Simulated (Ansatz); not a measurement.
Se(GeH3)2 (Ge2H6Se), relaxed as a singlet with RKS PBE0-D4/def2-SVP in Ansatz, starting from the GFN2-xTB geometry. Force threshold 0.02 eV/Å.

Start:

```xyz
9

Se   -0.4399   -1.4829    0.4853
Ge    1.4924   -0.2303    0.8265
H     2.4687   -1.0948    1.5635
H     1.2097    1.0034    1.6427
H     2.1040    0.2191   -0.4721
Ge   -1.5185    0.1301   -0.7970
H    -2.9201   -0.3437   -1.0349
H    -0.8339    0.3401   -2.1203
H    -1.5625    1.4590   -0.0934
```

```
step   energy (eV)  largest force component (eV/Å)  SCF passes
   1  -178440.6506                           0.622          13
   2  -178440.7433                           0.178          17
   3  -178440.7480                           0.112          17
   4  -178440.7489                           0.020          18
   5  -178440.7493                           0.004          18
   6  -178440.7494                           0.007          18
   7  -178440.7495                           0.015          17
```

Force components are those of the run's own axes.

End:

| atom | x (Å) | y (Å) | z (Å) |
| --- | --- | --- | --- |
| Se1 | -0.446 | -1.474 | 0.501 |
| Ge2 | 1.526 | -0.224 | 0.817 |
| H3 | 2.468 | -1.131 | 1.622 |
| H4 | 1.217 | 1.068 | 1.597 |
| H5 | 2.150 | 0.135 | -0.545 |
| Ge6 | -1.545 | 0.158 | -0.795 |
| H7 | -2.940 | -0.415 | -1.091 |
| H8 | -0.773 | 0.408 | -2.103 |
| H9 | -1.657 | 1.476 | -0.004 |

By distances, no bond broke or formed. The bond that changes most is Ge6–H7, from 1.50 to 1.54 Å (atoms count from 1).

The force fell under the threshold at step 5, but the optimiser went on. No frequencies were taken in this run, so the end may be a saddle point.

It took 23 s on 4 threads of Arm Neoverse N1 on a shared host.
